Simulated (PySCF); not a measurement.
# Ar (argon, neutral) across methods

[Ne] 3s2 3p5 3d1, one real determinant (an excited configuration). All numbers are calculated (PySCF 2.14, the non-relativistic Hamiltonian (point nucleus), in aug-cc-pV(Q+d)Z with one added diffuse shell each of s, p, d, f, g type (8s7p6d4f3g, 114 functions)).

| method | E (hartree) | mean ε 3p α (eV) | mean ε 3p β (eV) | mean ε 3d α (eV) | Σ⟨r²⟩ (bohr²) | ⟨S²⟩ |
| --- | --- | --- | --- | --- | --- | --- |
| LDA | -525.4312 | -16.319 | -15.173 | -0.228 | 50.33 | 2.001 |
| r2SCAN0 | -527.0056 | -18.675 | -17.312 | -0.599 | 50.99 | 2.005 |
| CAM-B3LYP | -527.0593 | -19.652 | -18.463 | -1.223 | 50.46 | 2.002 |
| PBE0 | -526.8841 | -18.368 | -17.110 | -0.696 | 51.94 | 2.003 |
| UHF | -526.33244 | -23.534 | -21.919 | -1.393 | 55.52 | 2.008 |
| r2SCANh | -527.0070 | -17.651 | -16.324 | -0.387 | 51.09 | 2.005 |
| PBE | -526.8468 | -16.395 | -15.250 | -0.346 | 51.64 | 2.002 |

Question: Estimate the same row for r2SCAN.

Answer: E (hartree) = -527.0081; mean ε 3p α (eV) = -16.968; mean ε 3p β (eV) = -15.667; mean ε 3d α (eV) = -0.245; Σ⟨r²⟩ (bohr²) = 51.16; ⟨S²⟩ = 2.004.

⟨L²⟩ = 7.99 against 12 for a pure F term, so this real determinant mixes terms. The outer electron is Rydberg-like, and this basis confines it to a smaller radius and binds it less than a complete one would.
